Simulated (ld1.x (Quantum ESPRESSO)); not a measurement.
**Before and after: PAW potential for Ga (Z = 31)**

Ga (Z = 31), PAW, made with ld1.x (Quantum ESPRESSO) 7.5 (PBE, scalar-relativistic). Core [Ar] 3d10, reference 4s2 4p0 (charge +1). Waves: 4s (bound): rcut 1.40, rcutus 1.65 bohr; 4s channel at -0.35 Ry: rcut 1.40, rcutus 1.65 bohr; 4p (bound, empty): rcut 2.15, rcutus 2.40 bohr; 4p channel at 0.3 Ry: rcut 2.15, rcutus 2.40 bohr. Local part: all-electron potential smoothed inside 1.30 bohr (lloc = -1). Core correction: Bessel-smoothed model core inside 1.30 bohr. Augmentation charge: PSQ, inside the norm-conserving radii.

All-electron outer shells of the reference configuration (PBE, scalar-relativistic, ld1.x):

```json
{"shell": "4s", "level (eV)": "-16.33", "outermost node (bohr)": "0.80", "outermost maximum (bohr)": "1.85"}
{"shell": "4p", "level (eV)": "-9.07", "outermost node (bohr)": "0.87", "outermost maximum (bohr)": "2.32"}
```

Change: local potential all-electron potential smoothed inside 2.56 bohr (lloc = -1).

Cutoffs: the cutoffs (Ry, on a coarse ladder) from which the occupation-weighted sum of valence levels, in a spherical-Bessel basis at the reference potential, stays within 10 and 1 mRy of its value at 400 Ry; they do not see the model core or the augmentation charge, which bear on the density cutoff. Errors are all-electron minus pseudo energies relative to the spin-unpolarised reference configuration.

How do hardness, ghosts and transferability respond?

The potential gets softer (12 Ry and 30 Ry → 12 Ry and 18 Ry); the bound ghost in s disappears; the errors of the 7 common tests hardly move. A state that the projectors do not describe sees the local part alone, so a deeper or shallower local part can create or remove a ghost.

```tsv
quantity	base	changed
cutoff, loose	12 Ry	12 Ry
cutoff, tight	30 Ry	18 Ry
bound ghosts	s	none
error for 4s2 4p1, meV [ΔE -5.69 eV]	-11	-11
error for 4s1 4p0, meV [ΔE 21.13 eV]	-118	-118
error for 4s2 4p0.5, meV [ΔE -3.66 eV]	-4.0	-4.0
error for 4s1 4p2, meV [ΔE 0.85 eV]	-4.7	-4.5
error for 4s1 4p1, meV [ΔE 7.37 eV]	-19	-18
error for 4s2 4p1.3, meV [ΔE -6.22 eV]	-13	-13
error for 4s0 4p3, meV [ΔE 7.68 eV]	-34	-34
lowest overlap eigenvalue by channel	s 0.49, p 0.56	s 0.68, p 0.70
```

 A true bound ghost makes a file unfit for plane-wave use even where its test errors are small: the radial tests pick states by their node count and pass the ghost by.
